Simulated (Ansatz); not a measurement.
System: AlH$_{3}$S$_{2}$, charge 0, singlet. AlH3S2 (SMILES [SH][AlH][SH]).
B3LYP-D3(BJ)/def2-TZVP minimum from Ansatz (a quantum-chemistry and plane-wave program):
```xyz
6

Al    -0.5780    -0.3373     0.3316
H     -1.7924    -1.0461     1.0285
S      1.4447    -0.4112     1.1578
H      1.0672    -1.1591     2.2100
S     -0.7975     0.7890    -1.5292
H     -2.1180     0.5458    -1.6071
```
Charge 0, spin multiplicity 1.

Quantity: atomisation energy (electronic, to ground-state atoms), in kJ/mol. Radicals and triplets start from unrestricted determinants; spin-orbit coupling is neglected. CBS(X,Y): correlation extrapolated as X^-3, Hartree-Fock from the larger set (Q,5: extrapolated as (X+1)exp(-9√X)). A bracket is a step between two methods taken in the basis named. The functionals are non-relativistic, so their misses hold any scalar relativity. Double hybrids freeze cores in their MP2 part. 'core' is core correlation in cc-pwCVTZ (1s frozen past Ne), 'X2C' scalar relativity in cc-pVTZ-DK, both at CCSD(T). For partners of very few electrons the exact lower level stands in for a higher one.

CCSD(T)/CBS(cc-pV(Q+d)Z,cc-pV(5+d)Z) + [CCSDT(Q) - CCSD(T)]/cc-pV(D+d)Z + core + X2C (Ansatz) gives 1720.1 kJ/mol.

Task: How far off this value is PBE/def2-TZVPD (Ansatz), in which direction, and which of these levels come nearer: r2SCAN/def2-TZVPD, wB97M-V/def2-TZVPD, B2PLYP/def2-TZVPD, CCSD(T)/CBS(cc-pV(Q+d)Z,cc-pV(5+d)Z) + core + X2C?

Result: PBE gives 1697.3 kJ/mol, 22.8 kJ/mol below it. Differences of the others: r2SCAN/def2-TZVPD (Ansatz) 2.8; wB97M-V/def2-TZVPD (Ansatz) 4.7; B2PLYP/def2-TZVPD (Ansatz) -51.8; CCSD(T)/CBS(cc-pV(Q+d)Z,cc-pV(5+d)Z) + core + X2C (Ansatz) -2.1 kJ/mol. Nearer than PBE: r2SCAN/def2-TZVPD, wB97M-V/def2-TZVPD, CCSD(T)/CBS(cc-pV(Q+d)Z,cc-pV(5+d)Z) + core + X2C.
